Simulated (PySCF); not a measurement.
C3H10Se2Si (SMILES C[Si](C)(C)[Se][SeH]), singlet, at a GFN2-xTB geometry, atoms displaced at random by about 0.03 Å a coordinate; DF-R2SCAN/STO-3G, gradient (PySCF).

Here is a job for PySCF.
```python
from pyscf import gto, scf, dft

mol = gto.Mole()
mol.atom = '''
    Se    0.608786    0.125889    0.960606
    Se   -0.478746    1.954315    0.150432
    H     0.642301    2.566126   -0.560300
    Si    0.006598   -1.508123   -0.625781
    C    -1.964038   -1.658894   -0.554679
    C     0.890352   -3.108459   -0.095633
    C     0.631451   -0.868823   -2.326176
    H    -2.317374   -2.375324   -1.278330
    H    -2.271776   -2.028807    0.383206
    H    -2.349076   -0.704143   -0.701824
    H     0.536395   -3.390633    0.989427
    H     1.929014   -2.978863   -0.099191
    H     0.655988   -3.941376   -0.758930
    H     1.644747   -0.778478   -2.302278
    H     0.120623    0.039474   -2.594475
    H     0.303510   -1.595840   -3.140141
'''
mol.basis = 'sto-3g'
mol.charge = 0
mol.spin = 0
mol.verbose = 3
mol.build()

mf = dft.RKS(mol)
mf.xc = 'r2scan'
mf = mf.density_fit(auxbasis='def2-universal-jkfit')
mf.kernel()
g = mf.nuc_grad_method()
g.auxbasis_response = False
grad = g.kernel()
```

The log (banner, timings and long lists left out):

```
converged SCF energy = -5154.97242089853
--------------- DFRKS gradients ---------------
         x                y                z
0 Se    -0.0138919950     0.0346892984    -0.0034139547
1 Se     0.0213338743    -0.0222884395     0.0094118363
2 H    -0.0054737254     0.0003985072     0.0020450946
3 Si     0.0215651807    -0.0079194646    -0.0012998336
4 C    -0.0746949916     0.0293093041     0.0136084648
5 C     0.0653638987     0.0017903910    -0.0442069891
6 C     0.0988496570     0.0545547354     0.0055611906
7 H     0.0053231191     0.0023329118     0.0161044600
8 H     0.0073019771     0.0080952182    -0.0355338963
9 H     0.0244454541    -0.0427255827     0.0110131570
10 H    -0.0182304102    -0.0102975712     0.0480895636
11 H    -0.0444943618    -0.0056934420    -0.0034006227
12 H     0.0038366729     0.0035786249     0.0023230009
13 H    -0.0739904153    -0.0108497559     0.0046118150
14 H    -0.0008421534    -0.0196975455    -0.0015440894
15 H    -0.0163777939    -0.0145030329    -0.0224789971
----------------------------------------------
```
